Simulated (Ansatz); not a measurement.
Kohn–Sham single points on `N#[C][Sn]([F])([F])[C]#N`.

```yaml
crystal:
  periodic: [false, false, false]
  atoms:
    - {symbol: N, position_ang: [-1.459263, 0.451191, 2.543059]}
    - {symbol: C, position_ang: [-0.880809, 0.446568, 1.548250]}
    - {symbol: Sn, position_ang: [0.160940, 0.404544, -0.239739]}
    - {symbol: F, position_ang: [-0.794831, 1.391801, -1.525424]}
    - {symbol: F, position_ang: [1.806279, 1.287575, -0.006762]}
    - {symbol: C, position_ang: [0.518776, -1.493783, -0.982854]}
    - {symbol: N, position_ang: [0.710109, -2.555896, -1.382331]}
basis:
  gaussian: {orbitals: def2-TZVPP}
hamiltonian: {xc: {name: CAM-B3LYP}, dispersion: d4}
output: {orbitals: {seedname: orbitals}}
```

```sh
$ ansatz run in.yaml --threads 4 --pin off --events-out ev --progress --plain
```

It prints (some lines left out):

```
Functional definition: CAM-B3LYP
1414 factors; their error is unknown
297 factors; integrals over basis functions are off by at most 8.1e-6 eV
mean field evaluation 1: about -16308.5072 eV, gradient 7.9e1 eV
mean field evaluation 2: about -16290.2178 eV, gradient 1.3e2 eV
mean field evaluation 4: about -16319.4458 eV, gradient 6.8e0 eV
mean field evaluation 8: about -16319.5218 eV, gradient 1.6e-1 eV
mean field evaluation 16: about -16319.6017 eV, gradient 2.7e-4 eV
mean field -16319.60172014 eV, -599.7343013917 hartree, gradient 5.4e-5 eV, S^2 0.000000; 0 other end points of the search recorded, 0 dependent functions left out
reference -16319.60185316 eV, -599.7343062803 hartree; 33, 33 occupied and 203, 203 virtual orbitals, 1414 factors
Total energy: -16319.76681470 eV, -599.7403685051 hartree
```

Hardware: 4 threads of a server CPU on a shared host. Wall time 6 s, peak host memory 0.7 GiB.

With the line `hamiltonian: {xc: {name: r2SCANh}, dispersion: d4}` (abridged; 8 s):

```
Functional definition: r2SCANh
mean field evaluation 16: about -16319.6668 eV, gradient 2.5e-4 eV
mean field -16319.66680254 eV, -599.7366931257 hartree, gradient 1.9e-5 eV, S^2 0.000000
Total energy: -16319.71619880 eV, -599.7385084049 hartree
```

The same input with `hamiltonian: {xc: pbe, dispersion: d4}` and forces (abridged; 3.9 s):

```
Functional definition: PBE
mean field evaluation 16: about -16312.4819 eV, gradient 3.3e-3 eV
mean field -16312.48194297 eV, -599.4726544067 hartree, gradient 3.4e-5 eV, S^2 0.000000
Total energy: -16312.66743606 eV, -599.4794711522 hartree
Atom 0 force    -0.808120     0.006690     1.387823 eV/Å
Atom 1 force     0.644388     0.000328    -1.105917 eV/Å
Atom 2 force    -0.168104    -0.453934     0.255478 eV/Å
Atom 3 force    -0.378593     0.393495    -0.511017 eV/Å
Atom 4 force     0.653440     0.352140     0.091367 eV/Å
Atom 5 force    -0.209343     1.183837     0.439293 eV/Å
Atom 6 force     0.266332    -1.482555    -0.557028 eV/Å
Dipole moment:     0.032286     0.089546    -0.050437 e Å
```

With the line `hamiltonian: {xc: {name: r2SCAN0}, dispersion: d4}` (abridged; 8.5 s):

```
Functional definition: r2SCAN0
mean field evaluation 16: about -16318.1690 eV, gradient 2.7e-4 eV
mean field -16318.16902770 eV, -599.6816509158 hartree, gradient 4.0e-5 eV, S^2 0.000000
Total energy: -16318.22392282 eV, -599.6836682740 hartree
```

With the line `hamiltonian: {xc: {name: revPBE}, dispersion: d4}` (abridged; 3 s):

```
Functional definition: revPBE
mean field evaluation 16: about -16321.6074 eV, gradient 1.2e-3 eV
mean field -16321.60736742 eV, -599.8080075700 hartree, gradient 6.5e-5 eV, S^2 0.000000
Total energy: -16322.08340423 eV, -599.8255016001 hartree
```

Changing it to `hamiltonian: {xc: {name: B3LYP}, dispersion: d4}` and forces (abridged; 7.5 s):

```
Functional definition: B3LYP
mean field evaluation 16: about -16325.4141 eV, gradient 1.4e-4 eV
mean field -16325.41412151 eV, -599.9479032023 hartree, gradient 7.0e-5 eV, S^2 0.000000
Total energy: -16325.71551941 eV, -599.9589793708 hartree
Atom 0 force    -0.038179    -0.001545     0.063465 eV/Å
Atom 1 force    -0.059633     0.007557     0.105355 eV/Å
Atom 2 force    -0.077433    -0.208332     0.117247 eV/Å
Atom 3 force    -0.191909     0.200661    -0.259843 eV/Å
Atom 4 force     0.332021     0.179679     0.045827 eV/Å
Atom 5 force     0.024537    -0.108559    -0.048496 eV/Å
Atom 6 force     0.010597    -0.069460    -0.023556 eV/Å
Dipole moment:     0.029552     0.082273    -0.046344 e Å
```

B3LYP takes the VWN-RPA correlation (the form of Gaussian; ORCA's B3LYP/G).
